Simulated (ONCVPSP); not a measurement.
**What one change does to a pseudopotential (strontium (Sr), ONCV)**

Sr (Z = 38), optimised norm-conserving Vanderbilt (ONCV), made with ONCVPSP 4.0.1 (PBE, fully relativistic). Core [Ar] 3d10, reference 4s2 4p6 5s1 (charge +1). Waves: 4s+5s: rc 1.95 bohr, ncon 4, nbas 7, qcut 6.7 1/bohr, 2 projectors; 4p: rc 1.85 bohr, ncon 3, nbas 7, qcut 6 1/bohr, 2 projectors, debl 0.5 Ha; d scattering state at 0.3 Ha: rc 1.70 bohr, ncon 4, nbas 7, qcut 5.2 1/bohr, 1 projector. Local part: polynomial inside 1.35 bohr (lpopt 5, dvloc0 6 Ha). Core correction: none.

Open shells are filled in proportion to 2j + 1.

In the p channel the program set the typed energies aside and used -1.056, 0.250 Ha (j = l + 1/2; the other j can differ). In the d channel the program set the typed energies aside and used 0.050 Ha (j = l + 1/2; the other j can differ).

Change: s: qcut 7; p: qcut 6.3; d: qcut 5.4.

Cutoffs: the cutoffs (Ha) at which the residual kinetic energy of the hardest occupied pseudo-wave falls to 1 and 0.1 mHa per electron; they do not see the model core or the augmentation charge, which bear on the density cutoff. Errors are all-electron minus pseudo energies relative to the spin-unpolarised reference configuration.

**Question.** Predict the effect on cutoff, ghosts and configuration errors.

**Answer.** The potential gets neither clearly harder nor softer (14 Ha and 17 Ha → 15 Ha and 18 Ha); the s channel sets the loose cutoff, while the largest relative change is in p, which becomes harder; the errors of the 4 common tests hardly move; neither file shows a bound ghost.

```csv
quantity,base,changed
"cutoff, loose",14 Ha,15 Ha
"cutoff, tight",17 Ha,18 Ha
loose cutoff by channel,"s 14 Ha, p 7.7 Ha","s 15 Ha, p 11 Ha"
bound ghosts,none,none
GHOST(+) flags under 300 eV,none,none
"error for 4s2 4p6 5s2, meV [ΔE -5.89 eV]",-0.1,-0.1
"error for 4s2 4p6 5s0, meV [ΔE 11.01 eV]",+0.1,+0.1
"error for 4s2 4p6 5s1.5, meV [ΔE -3.55 eV]",0.0,0.0
"error for 4s1 4p6 5s2, meV [ΔE 41.13 eV]",-24,-21
s: phases at 1.98 bohr within 0.05 rad from the reference energy up to (Ha; the scan ends near 5),to the end of the scan,to the end of the scan
p3/2: phases at 1.88 bohr within 0.05 rad from the reference energy up to (Ha; the scan ends near 5),2.4,2.5
p1/2: phases at 1.88 bohr within 0.05 rad from the reference energy up to (Ha; the scan ends near 5),2.3,2.3
d5/2: phases at 1.73 bohr within 0.05 rad from the reference energy up to (Ha; the scan ends near 5),2.6,2.5
d3/2: phases at 1.73 bohr within 0.05 rad from the reference energy up to (Ha; the scan ends near 5),2.1,2.1
```
